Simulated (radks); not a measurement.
Values are calculated unless marked as measured or tabulated.
Problem. Successive ionisation energies (eV) of one element, from differences of total energies of ions in their ground configurations, starting at charge 22: 1017.8, 1081.3, 1262.3, 1319.2, 1375.3, 1452.2, 1511.6, 1570.2, 1691.1, 1755.0, 4250.3, 4415.5, 4577.4, 4805.0, 4978.7. Code: a radial shooting solver on a logarithmic mesh with Libxc functionals. Model: non-relativistic Kohn-Sham, TPSS, spin-polarised, spherical densities, point nucleus; open shells are filled with parallel spins first (spin-orbit coupling, left out, can overturn this in heavy ions); meta-GGA in the generalised Kohn-Sham scheme; relativity is left out, which matters for an element this heavy. Which element is it?

Solution. Molybdenum (Z = 42). The first species listed is Mo22+ in [Ar] 3d2, the last Mo36+ in [He] 2s2 2p2.
